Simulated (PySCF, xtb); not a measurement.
B(H)(SeH)2 (BH₃Se₂), SMILES [SeH]B[SeH]. One conformer was computed; it need not be the lowest.

Harmonic wavenumbers (cm⁻¹) from GFN2-xTB (xtb) at its own minimum, in rising order: 140, 277, 325, 516, 604, 644, 745, 748, 991, 2046, 2056, 2662.

What does B3LYP-D3(BJ)/def2-SVP run with PySCF give at its own minimum? (An estimate is asked for; the answer gives what the named calculation found.)

148, 259, 383, 534, 659, 738, 797, 822, 1032, 2414, 2415, 2667. Paired by order, the mean absolute difference is 96 cm⁻¹ and the zero-point energies are 16.8 and 18.4 kcal/mol.
